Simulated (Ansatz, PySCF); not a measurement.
Here is a job for PySCF.
```python
from pyscf import gto, scf, dft

mol = gto.Mole()
mol.atom = '''
    C    -0.772301    1.578218   -1.118544
    Ge   -0.047632   -0.062258   -0.249826
    C     1.693406   -0.624085   -1.039835
    C    -1.375426   -1.547956   -0.224496
    Cl    0.340459    0.444999    1.785678
    H    -0.993619    1.390409   -2.164365
    H    -1.685461    1.896711   -0.624138
    H    -0.051603    2.388583   -1.058228
    H     2.094302   -1.479271   -0.503482
    H     1.568772   -0.898249   -2.082570
    H     2.415408    0.185116   -0.979477
    H    -1.620393   -1.858346   -1.235260
    H    -2.288905   -1.231117    0.270383
    H    -0.976153   -2.403631    0.312288
'''
mol.basis = 'sto-3g'
mol.charge = 0
mol.spin = 0
mol.verbose = 3
mol.build()

mf = dft.RKS(mol)
mf.xc = 'b3lyp5'
mf.grids.atom_grid = (99, 590)
mf.grids.prune = None
mf.kernel()
```

**Question.** Write the same job for Ansatz (a first-principles code).

**Answer.** This is not unique; one that fits is 
Ansatz 0.2 input:
```yaml
crystal:
  periodic: [false, false, false]
  atoms:
    - {symbol: C, position_ang: [-0.77230139, 1.57821827, -1.11854410]}
    - {symbol: Ge, position_ang: [-0.04763205, -0.06225771, -0.24982595]}
    - {symbol: C, position_ang: [1.69340635, -0.62408479, -1.03983478]}
    - {symbol: C, position_ang: [-1.37542605, -1.54795613, -0.22449554]}
    - {symbol: Cl, position_ang: [0.34045905, 0.44499871, 1.78567799]}
    - {symbol: H, position_ang: [-0.99361914, 1.39040869, -2.16436519]}
    - {symbol: H, position_ang: [-1.68546124, 1.89671087, -0.62413822]}
    - {symbol: H, position_ang: [-0.05160324, 2.38858347, -1.05822792]}
    - {symbol: H, position_ang: [2.09430243, -1.47927120, -0.50348214]}
    - {symbol: H, position_ang: [1.56877166, -0.89824906, -2.08256959]}
    - {symbol: H, position_ang: [2.41540828, 0.18511590, -0.97947698]}
    - {symbol: H, position_ang: [-1.62039297, -1.85834639, -1.23526003]}
    - {symbol: H, position_ang: [-2.28890481, -1.23111656, 0.27038308]}
    - {symbol: H, position_ang: [-0.97615267, -2.40363106, 0.31228822]}
basis:
  gaussian:
    orbitals: STO-3G
hamiltonian:
  xc: b3lyp5
accuracy: high
```

Both were run: PySCF gave -2626.361106 Eh and Ansatz -2626.361106 Eh, 0.001 mEh apart.
